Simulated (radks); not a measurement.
The numbers below are computed, except where a source is named.
Isoelectronic series with 40 electrons, all held in the configuration [Kr] 4d2 5s2, which need not be the ground one along the series. Level of theory: Dirac Kohn-Sham, BLYP, spin-unpolarised, spherical densities, finite nucleus; open shells fill j = l - 1/2 first; Fermi nuclear charge, rms radius of each element as measured or else 0.836 A^(1/3) + 0.57 fm (a radial shooting solver on a logarithmic mesh with Libxc functionals). Total energies (hartree) and orbital eigenvalues (eV) (* marks an orbital that is empty in some or all of the ions):

ion,E (hartree),4d5/2*,4d3/2,5s1/2
Zr,-3599.43143,-3.3392,-3.4672,-4.2866
Nb+,-3820.28945,-13.4606,-13.6673,-11.5428
Mo2+,-4048.54894,-26.5130,-26.8094,-20.6400
Tc3+,-4284.21664,-42.0097,-42.4092,-31.3157
Ru4+,-4527.30524,-59.7218,-60.2392,-43.4441
Rh5+,-4777.84188,-79.5184,-80.1700,-56.9523
Pd6+,-5035.85228,-101.3155,-102.1190,-71.7934
Ag7+,-5301.36999,-125.0551,-126.0295,-87.9354
Cd8+,-5574.42635,-150.6948,-151.8607,-105.3556
In9+,-5855.06385,-178.2025,-179.5820,-124.0379
Sn10+,-6143.31771,-207.5533,-209.1700,-143.9704
Sb11+,-6439.23191,-238.7274,-240.6064,-165.1445
Te12+,-6742.84726,-271.7087,-273.8768,-187.5544
I13+,-7054.21692,-306.4839,-308.9696,-211.1960
Xe14+,-7373.38236,-343.0421,-345.8757,-236.0670
Cs15+,-7700.3981,-381.3742,-384.5875,-262.1664
Ba16+,-8035.3130,-421.4723,-425.0992,-289.4942
La17+,-8378.1854,-463.3298,-467.4061,-318.0515
Ce18+,-8729.0693,-506.9412,-511.5046,-347.8401
Pr19+,-9088.0255,-552.3017,-557.3917,-378.8628
Nd20+,-9455.1131,-599.4070,-605.0655,-411.1227
Pm21+,-9830.3900,-648.2538,-654.5245,-444.6237
Sm22+,-10213.9103,-698.8390,-705.7680,-479.3699

4d5/2 drops below 5s1/2 between Zr and Nb+. 4d3/2 drops below 5s1/2 between Zr and Nb+.
